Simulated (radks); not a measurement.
Ionisation ladder of xenon, from Xe XXIII to Xe XLIV. Each ion is in the ground configuration listed by NIST, and IE = E(next ion) - E(this ion). All-electron calculation, scalar-relativistic Kohn-Sham, PBEsol, spin-polarised, spherical densities, finite nucleus; open shells are filled with parallel spins first (spin-orbit coupling, left out, can overturn this in heavy ions); Fermi nuclear charge, rms radius 4.7859 fm. Program: a radial shooting solver on a logarithmic mesh with Libxc functionals.

[
 {"species": "Xe XXIII", "configuration": "[Ar] 3d10 4s2 4p2", "E (hartree)": "-7228.09609", "IE, Delta-SCF (eV)": "693.49", "-e(HOMO) (eV)": "677.16", "HOMO": "4p up", "<r> HOMO (bohr)": "0.659", "IE, NIST (eV)": "700", "kind": "theory", "error (eV)": "-6.5"},
 {"species": "Xe XXIV", "configuration": "[Ar] 3d10 4s2 4p1", "E (hartree)": "-7202.61089", "IE, Delta-SCF (eV)": "726.29", "-e(HOMO) (eV)": "710.22", "HOMO": "4p up", "<r> HOMO (bohr)": "0.653", "IE, NIST (eV)": "736", "kind": "theory", "error (eV)": "-9.7"},
 {"species": "Xe XXV", "configuration": "[Ar] 3d10 4s2", "E (hartree)": "-7175.92005", "IE, Delta-SCF (eV)": "823.30", "-e(HOMO) (eV)": "807.26", "HOMO": "4s", "<r> HOMO (bohr)": "0.630", "IE, NIST (eV)": "818", "kind": "theory", "error (eV)": "+5.3"},
 {"species": "Xe XXVI", "configuration": "[Ar] 3d10 4s1", "E (hartree)": "-7145.66446", "IE, Delta-SCF (eV)": "861.21", "-e(HOMO) (eV)": "844.99", "HOMO": "4s up", "<r> HOMO (bohr)": "0.625", "IE, NIST (eV)": "857.0", "kind": "semi-emp.", "error (eV)": "+4.2"},
 {"species": "Xe XXVII", "configuration": "[Ar] 3d10", "E (hartree)": "-7114.01567", "IE, Delta-SCF (eV)": "1498.6", "-e(HOMO) (eV)": "1459.6", "HOMO": "3d", "<r> HOMO (bohr)": "0.272", "IE, NIST (eV)": "1493", "kind": "theory", "error (eV)": "+5.6"},
 {"species": "Xe XXVIII", "configuration": "[Ar] 3d9", "E (hartree)": "-7058.94392", "IE, Delta-SCF (eV)": "1578.4", "-e(HOMO) (eV)": "1538.8", "HOMO": "3d down", "<r> HOMO (bohr)": "0.269", "IE, NIST (eV)": "1571", "kind": "theory", "error (eV)": "+7.4"},
 {"species": "Xe XXIX", "configuration": "[Ar] 3d8", "E (hartree)": "-7000.93822", "IE, Delta-SCF (eV)": "1659.5", "-e(HOMO) (eV)": "1619.3", "HOMO": "3d down", "<r> HOMO (bohr)": "0.265", "IE, NIST (eV)": "1653", "kind": "theory", "error (eV)": "+6.5"},
 {"species": "Xe XXX", "configuration": "[Ar] 3d7", "E (hartree)": "-6939.95401", "IE, Delta-SCF (eV)": "1741.6", "-e(HOMO) (eV)": "1700.9", "HOMO": "3d down", "<r> HOMO (bohr)": "0.262", "IE, NIST (eV)": "1742", "kind": "theory", "error (eV)": "-0.4"},
 {"species": "Xe XXXI", "configuration": "[Ar] 3d6", "E (hartree)": "-6875.95087", "IE, Delta-SCF (eV)": "1824.7", "-e(HOMO) (eV)": "1783.6", "HOMO": "3d down", "<r> HOMO (bohr)": "0.259", "IE, NIST (eV)": "1826", "kind": "theory", "error (eV)": "-1.3"},
 {"species": "Xe XXXII", "configuration": "[Ar] 3d5", "E (hartree)": "-6808.89415", "IE, Delta-SCF (eV)": "1933.4", "-e(HOMO) (eV)": "1890.4", "HOMO": "3d up", "<r> HOMO (bohr)": "0.255", "IE, NIST (eV)": "1919", "kind": "theory", "error (eV)": "+14.4"},
 {"species": "Xe XXXIII", "configuration": "[Ar] 3d4", "E (hartree)": "-6737.84138", "IE, Delta-SCF (eV)": "2021.4", "-e(HOMO) (eV)": "1977.8", "HOMO": "3d up", "<r> HOMO (bohr)": "0.252", "IE, NIST (eV)": "2023", "kind": "theory", "error (eV)": "-1.6"},
 {"species": "Xe XXXIV", "configuration": "[Ar] 3d3", "E (hartree)": "-6663.55592", "IE, Delta-SCF (eV)": "2110.5", "-e(HOMO) (eV)": "2066.4", "HOMO": "3d up", "<r> HOMO (bohr)": "0.250", "IE, NIST (eV)": "2113", "kind": "theory", "error (eV)": "-2.5"},
 {"species": "Xe XXXV", "configuration": "[Ar] 3d2", "E (hartree)": "-6585.99565", "IE, Delta-SCF (eV)": "2200.7", "-e(HOMO) (eV)": "2156.1", "HOMO": "3d up", "<r> HOMO (bohr)": "0.247", "IE, NIST (eV)": "2209", "kind": "theory", "error (eV)": "-8.3"},
 {"species": "Xe XXXVI", "configuration": "[Ar] 3d1", "E (hartree)": "-6505.12279", "IE, Delta-SCF (eV)": "2291.7", "-e(HOMO) (eV)": "2246.7", "HOMO": "3d up", "<r> HOMO (bohr)": "0.245", "IE, NIST (eV)": "2300", "kind": "theory", "error (eV)": "-8.3"},
 {"species": "Xe XXXVII", "configuration": "[Ar]", "E (hartree)": "-6420.90588", "IE, Delta-SCF (eV)": "2582.8", "-e(HOMO) (eV)": "2543.2", "HOMO": "3p", "<r> HOMO (bohr)": "0.273", "IE, NIST (eV)": "2556", "kind": "theory", "error (eV)": "+26.8"},
 {"species": "Xe XXXVIII", "configuration": "[Ne] 3s2 3p5", "E (hartree)": "-6325.99001", "IE, Delta-SCF (eV)": "2663.6", "-e(HOMO) (eV)": "2624.2", "HOMO": "3p down", "<r> HOMO (bohr)": "0.271", "IE, NIST (eV)": "2637", "kind": "theory", "error (eV)": "+26.6"},
 {"species": "Xe XXXIX", "configuration": "[Ne] 3s2 3p4", "E (hartree)": "-6228.10593", "IE, Delta-SCF (eV)": "2743.2", "-e(HOMO) (eV)": "2704.6", "HOMO": "3p down", "<r> HOMO (bohr)": "0.270", "IE, NIST (eV)": "2726", "kind": "theory", "error (eV)": "+17.2"},
 {"species": "Xe XL", "configuration": "[Ne] 3s2 3p3", "E (hartree)": "-6127.29570", "IE, Delta-SCF (eV)": "2848.9", "-e(HOMO) (eV)": "2807.9", "HOMO": "3p up", "<r> HOMO (bohr)": "0.267", "IE, NIST (eV)": "2811", "kind": "theory", "error (eV)": "+37.9"},
 {"species": "Xe XLI", "configuration": "[Ne] 3s2 3p2", "E (hartree)": "-6022.60060", "IE, Delta-SCF (eV)": "2932.4", "-e(HOMO) (eV)": "2891.6", "HOMO": "3p up", "<r> HOMO (bohr)": "0.266", "IE, NIST (eV)": "2975", "kind": "theory", "error (eV)": "-42.6"},
 {"species": "Xe XLII", "configuration": "[Ne] 3s2 3p1", "E (hartree)": "-5914.83849", "IE, Delta-SCF (eV)": "3014.6", "-e(HOMO) (eV)": "2974.6", "HOMO": "3p up", "<r> HOMO (bohr)": "0.264", "IE, NIST (eV)": "3068", "kind": "theory", "error (eV)": "-53.4"},
 {"species": "Xe XLIII", "configuration": "[Ne] 3s2", "E (hartree)": "-5804.05514", "IE, Delta-SCF (eV)": "3250.8", "-e(HOMO) (eV)": "3215.1", "HOMO": "3s", "<r> HOMO (bohr)": "0.271", "IE, NIST (eV)": "3243", "kind": "theory", "error (eV)": "+7.8"},
 {"species": "Xe XLIV", "configuration": "[Ne] 3s1", "E (hartree)": "-5684.58991", "IE, Delta-SCF (eV)": "3340.2", "-e(HOMO) (eV)": "3304.2", "HOMO": "3s up", "<r> HOMO (bohr)": "0.270", "IE, NIST (eV)": "3333.8", "kind": "semi-emp.", "error (eV)": "+6.4"}
]

Reference values: NIST Atomic Spectra Database (exp. = measured, semi-emp. = semi-empirical, theory = theoretical value adopted there). The ionisation energy per charge of the ion left behind rises most, in proportion, at Xe XXVII ([Ar] 3d10), from 33.123 to 55.503 eV. Open shells are spherical and high-spin; term and fine-structure splittings are not resolved. Spin-orbit splitting is averaged out at the scalar-relativistic level.
